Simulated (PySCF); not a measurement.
C6H13Br, SMILES CC(C)(C)CCBr (GFN2-xTB optimised geometry):

```
20

C     -0.639    -1.800    -1.280
C     -0.143    -1.120     0.000
C     -0.658    -1.902     1.210
C      1.388    -1.120     0.000
C     -0.693     0.320     0.000
C     -0.299     1.146     1.210
Br    -1.059     2.948     1.080
H     -1.727    -1.822    -1.307
H     -0.277    -2.824    -1.330
H     -0.285    -1.269    -2.161
H     -0.244    -1.515     2.138
H     -0.369    -2.948     1.127
H     -1.743    -1.854     1.267
H      1.773    -0.511    -0.816
H      1.784    -0.736     0.937
H      1.759    -2.134    -0.128
H     -1.784     0.276    -0.054
H     -0.341     0.828    -0.902
H     -0.685     0.731     2.139
H      0.778     1.287     1.282
```

Method: PBE/def2-SVP (PySCF).

Problem. What are the frontier orbital energies and the dipole moment?

Solution. HOMO-2 -7.73 eV, HOMO-1 -6.28 eV, HOMO -6.26 eV, LUMO -0.71 eV, LUMO+1 0.75 eV; dipole moment 2.13 D.

On the same geometry PBE0/def2-SVP in PySCF gives HOMO-2 -9.09 eV, HOMO-1 -7.64 eV, HOMO -7.61 eV, LUMO 0.30 eV, LUMO+1 1.63 eV; dipole moment 2.26 D.

Meta-Löwdin charges at PBE/def2-SVP: C1 -0.30, C2 0.08, C3 -0.31, C4 -0.31, C5 -0.18, C6 -0.16, Br7 -0.12, H8 0.10, H9 0.10, H10 0.10, H11 0.09, H12 0.10, H13 0.10, H14 0.10, H15 0.09, H16 0.10, H17 0.10, H18 0.10, H19 0.12, H20 0.12.
